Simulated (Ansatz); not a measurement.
Reactions of Ge2H14Si4, SMILES `[SiH3][SiH2][SiH2][GeH2][SiH2][GeH3]`.

Gas-phase electronic energies from Ansatz, PBE0-D4/def2-TZVP geometries. CBS: MP2 limit from def2 TZ/QZ plus the TZ coupled-cluster correction, frozen cores. This one scheme is used for every species, atoms too. Functionals use def2-TZVPP. B3LYP here is the variant with VWN-RPA as its local correlation; programs differ in this. No spin–orbit coupling; open shells (•) take unrestricted orbitals. Spin–orbit coupling would lower the free atoms: a little for Si; clearly for Ge. def2 core potentials past Kr. Bonds to Ge, Sn are less sure, by a few kJ/mol each and by 10 to 20 or more in all where they break to atoms, as the def2 sets lack core-valence functions. Scalar relativity is left out up to krypton. One conformer a species, not always the lowest.

```csv
reaction,CCSD(T)/CBS(def2) (kJ/mol)
`[SiH3][SiH2][SiH2][GeH2][SiH2][GeH3]` + `[OH][SnH]([F])[F]` → `[OH][Sn]([F])([F])[SiH3]` + `[SiH3][SiH2][GeH2][SiH2][GeH3]`,?
`[SiH3][SiH2][SiH2][GeH2][SiH2][GeH3]` + disilane → `[SiH3][SiH2][SiH2][GeH3]` + `[SiH3][SiH2][SiH2][GeH3]`,?
`[SiH3][SiH2][SiH2][GeH2][SiH2][GeH3]` + GeH₄ → `[GeH3][SiH2][GeH2][GeH3]` + trisilane,?
`[SiH3][SiH2][SiH2][GeH2][SiH2][GeH3]` + SiH₄ → `[SiH3][SiH2][GeH2][SiH2][GeH3]` + disilane,9
`[SiH3][SiH2][SiH2][GeH2][SiH2][GeH3]` + `BO` → `BO[SiH2][GeH3]` + `[SiH3][SiH2][SiH2][GeH3]`,-41
`[SiH3][SiH2][SiH2][GeH2][SiH2][GeH3]` → `[GeH2]` + `[SiH3][SiH2][SiH2][SiH2][GeH3]`,212
`[SiH3][SiH2][SiH2][GeH2][SiH2][GeH3]` → 2 Ge• + 14 H• + 4 Si•,5639
`[SiH3][SiH2][SiH2][GeH2][SiH2][GeH3]` + `[SiH3][GeH3]` → `[SiH3][GeH2][GeH2][SiH2][GeH3]` + trisilane,-12
`[SiH3][SiH2][SiH2][GeH2][SiH2][GeH3]` + `[SiH3][SiH2][GeH3]` → `[SiH3][SiH2][GeH2][GeH2][SiH2][GeH3]` + trisilane,-15
`[SiH3][SiH2][SiH2][GeH2][SiH2][GeH3]` → `[SiH3][SiH2][GeH2][SiH2][GeH3]` + `[SiH2]`,247
```

Q: Fill in the missing values. (Best estimate.)

A: Computed: `[SiH3][SiH2][SiH2][GeH2][SiH2][GeH3]` + `[OH][SnH]([F])[F]` → `[OH][Sn]([F])([F])[SiH3]` + `[SiH3][SiH2][GeH2][SiH2][GeH3]`: -33.9 kJ/mol; `[SiH3][SiH2][SiH2][GeH2][SiH2][GeH3]` + disilane → `[SiH3][SiH2][SiH2][GeH3]` + `[SiH3][SiH2][SiH2][GeH3]`: +19.4 kJ/mol; `[SiH3][SiH2][SiH2][GeH2][SiH2][GeH3]` + GeH₄ → `[GeH3][SiH2][GeH2][GeH3]` + trisilane: -3.3 kJ/mol.

Largest T1 diagnostic: 0.015, for `[OH][SnH]([F])[F]`.
